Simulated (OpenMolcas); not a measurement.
## V: the spin-orbit constant, worked from levels

```json
{"Program": "OpenMolcas 26.06", "Basis": "ANO-L-VTZP [6s5p3d2f1g]", "Scalar Hamiltonian": "non-relativistic, point nucleus", "Active space": "5 electrons in 6 orbitals (3d 4s)", "State averaging": "2S+1 = 4 even, 57 roots (50 in the spin-orbit step); 2S+1 = 6 even, 5 roots kept (CI in the orbitals of an earlier block); 2S+1 = 2 even, 91 roots kept (CI in the orbitals of an earlier block)", "Spin-orbit coupling": "state interaction with AMFI integrals over the reference wave functions, term energies averaged over their components"}
```

Methods: CASSCF; MS-CASPT2, IPEA 0.25 Eh, imaginary shift 0.1 Eh (closed shells correlated: 3s 3p). Measured levels: NIST Handbook of Basic Atomic Spectroscopic Data.

**The spin-orbit constant.** For the Hund term 4F of d3, E(J) = (A/2) J(J+1) + constant and ζ = 2S·A = 3A. From J = 3/2 to J = 9/2 the energy changes by 10.5 A.

```
   Source  E(9/2) - E(3/2)     A    ζ
   CASSCF            494.4  47.1  141
MS-CASPT2            506.1  48.2  145
 measured            553.0  52.7  158
```

All in cm-1. MS-CASPT2 is off by -8.5 % and CASSCF by -10.6 %. Both methods take the spin-orbit matrix elements from the reference wave functions, so the second can move ζ only through the term energies and any multistate remixing. Second-order mixing with other terms is absorbed into this ζ.

CASPT2 breaks the degeneracy within a term, and the mean is taken; among the terms shown or strongly mixed into the levels shown the widest spread is 2700 cm-1 (3d3 4s2 4F, MS-CASPT2). Over all roots computed the reference weight is 0.82 to 0.90 in MS-CASPT2; the roots of lowest weight are the least certain, and an intruder state may touch them. Some high roots are left out of the spin-orbit mixing, which shifts the levels that they would mix with. Without dynamic correlation excited terms often stand tens of per cent too high (terms of higher spin than the ground term too low), and those without a measured partner can miss by more than the paired ones (holds for CASSCF). The lowest computed level is not the ground level that NIST lists (4F3/2) (holds for CASSCF). Blocks of more than 70 roots (2S+1 = 2 even) ran without multistate coupling (holds for MS-CASPT2). Measured partners are found by configuration, term and J. A level has none where our copy of the source lacks it or the pairing is in doubt (some pairs that miss far off the trend of their configuration count as doubtful), and it then counts in no deviation. Only configurations of the active space appear.
